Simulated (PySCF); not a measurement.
C₃H₃, SMILES C#C[CH2] (connectivity only; charge and spin as stated), charge +1, multiplicity 1.

Geometry optimised at PBE0-D3(BJ)/def2-TZVP. The multiplicity is an assumed one; other spin states were not compared. The isomer is the one that the SMILES or the coordinates give; other isomers of the formula were not compared.

Two levels are set side by side: TDDFT-PBE/def2-SVPD (PySCF) and ADC(2)/aug-cc-pVDZ (PySCF). Vertical, same geometry; the bases differ. Differences are taken from unrounded values.

```json
[
 {"quantity": "lowest singlet excitation (eV)", "ADC(2)": "2.53"}
]
```

**Question.** What does TDDFT-PBE give, and how far is it from ADC(2)? (Estimate from the structure and the level; the computed values follow.)

**Answer.** 
```tsv
quantity	TDDFT-PBE	TDDFT-PBE minus ADC(2)
lowest singlet excitation (eV)	2.19	-0.35
```

A lower first singlet is the usual sign of a functional without exact exchange. Differences between two approximate levels are no errors against the true value.

Rough cost on one machine, each run with all the roots and properties that it gave: ADC(2) against TDDFT-PBE about 6 times.
